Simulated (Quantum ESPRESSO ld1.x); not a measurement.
The zinc ion Zn7+, 23 electrons, occupied as [Ar] 3d5. Calculated with ld1.x of Quantum ESPRESSO 7.5: scalar-relativistic Kohn-Sham, PBEsol, spin-unpolarised, spherical densities, point nucleus.

Unscreened Slater integrals over Kohn-Sham orbitals (cm^-1). Empty in this configuration: 4s.

integral     value
F0(3d,3d)   297070
F2(3d,3d)   144880
F4(3d,3d)    91723
F0(3d,3p)   296130
F2(3d,3p)   143960
G1(3d,3p)   173090
G3(3d,3p)   108310
F0(3d,3s)   298840
G2(3d,3s)   132930
F0(3d,2p)   397100
F2(3d,2p)    89764
G1(3d,2p)    71630
G3(3d,2p)    40826
F0(3d,4s)   158990
G2(3d,4s)    16377
F0(3p,3p)   298190
F2(3p,3p)   150390
F0(3p,3s)   300670
G1(3p,3s)   199440
F0(3p,2p)   402100
F2(3p,2p)    85002
G0(3p,2p)    33259
G2(3p,2p)    35242
F0(3p,4s)   159320
G1(3p,4s)    14244
F0(3s,3s)   303520
F0(3s,2p)   402340
G1(3s,2p)    34698
F0(3s,4s)   159710
G0(3s,4s)    10547
F0(2p,2p)  1010500
F2(2p,2p)   476970
F0(2p,4s)   177670
G1(2p,4s)   6511.2
F0(4s,4s)   127170

Derived for the open shells (J is the average intra-shell exchange parameter used in DFT+U). 3d: Racah B = F2/49 - 5 F4/441 = 1917 cm^-1, C = 35 F4/441 = 7280 cm^-1, C/B = 3.80, F4/F2 = 0.633, J = (F2 + F4)/14 = 16900 cm^-1.
